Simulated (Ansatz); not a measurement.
C2H5ClSi can be A, `[SiH3]/C=C/Cl`, or B, `C=C[SiH2]Cl`.

Gas-phase electronic energies from Ansatz, PBE0-D4/def2-TZVP geometries. CBS: MP2 limit from def2 TZ/QZ plus the TZ coupled-cluster correction, frozen cores. Functionals use def2-TZVPP. B3LYP here is the variant with VWN-RPA as its local correlation; programs differ in this. Each species was taken in one conformer, which may not be the lowest.

A:

Z-matrix (Å, degrees):
```
Si
C 1 1.858
H 1 1.486 2 108.6
H 1 1.487 2 110.5 3 120.2
H 1 1.487 2 110.5 3 -120.2
C 2 1.325 1 121.1 3 -0.0
H 2 1.087 1 120.4 3 180.0
Cl 6 1.723 2 124.0 1 180.0
H 6 1.084 2 123.9 1 -0.0
```

B:

```xyz
9

C    -0.362   -0.609   -1.398
C    -0.593    0.231   -0.392
Si    0.432    0.209    1.146
Cl    1.387    2.019    1.394
H     0.449   -1.332   -1.363
H    -0.968   -0.614   -2.299
H    -1.413    0.940   -0.478
H    -0.396    0.004    2.359
H     1.464   -0.849    1.031
```

Q: Which isomer does CCSD(T)/CBS put lower? Give the gap. (Estimate.)

A: The calculation gave: B, by 36.0 kcal/mol.

Q: Give E(B) − E(A) in kcal/mol with MP2/def2-TZVPP, B3LYP, CCSD(T)/def2-TZVPP, B2PLYP, CCSD/def2-TZVPP, PBE0-D4, CCSD(T)/def2-SVP. (Best estimate.)

A: The calculation gave: MP2/def2-TZVPP -35.7, B3LYP -34.3, CCSD(T)/def2-TZVPP -35.0, B2PLYP -35.0, CCSD/def2-TZVPP -35.8, PBE0-D4 -34.1, CCSD(T)/def2-SVP -33.4. None reverses the order clearly.

Q: Does the order hold for the free energy at 298.15 K (harmonic terms from PBE0-D4)? (Estimate.)

A: Computed: Yes: G(B) − G(A) = -34.2 kcal/mol, for one conformer each.

Largest T1 diagnostic: 0.011.

In def2-TZVPP, CCSD(T) changes the Hartree–Fock value by +3.4 kcal/mol (the triples alone add +0.8 kcal/mol) and MP2 by +2.7 kcal/mol. At CCSD(T), def2-SVP lies +2.5 kcal/mol from the extrapolated value and def2-TZVPP +0.9 kcal/mol.
